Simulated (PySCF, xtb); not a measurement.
GeH₃ITe, SMILES [GeH3][Te]I.

GFN2-xTB (xtb) at its own geometry gives an orbital gap of 2.88 eV and a dipole moment of 6.05 D.

Coordinates come from a B3LYP-D3(BJ)/def2-SVP optimisation. The structure was generated by enumeration, and PubChem lists no compound with its InChIKey, so it may never have been made. The def2 effective core potentials stand for the cores of I, Te; spin–orbit coupling is left out.

### Question
What does HF/def2-TZVPD (PySCF) give? (An estimate is asked for; the answer gives what the named calculation found.)

### Answer
gap 8.57 eV (levels -8.63 and -0.06 eV), dipole 2.12 D.
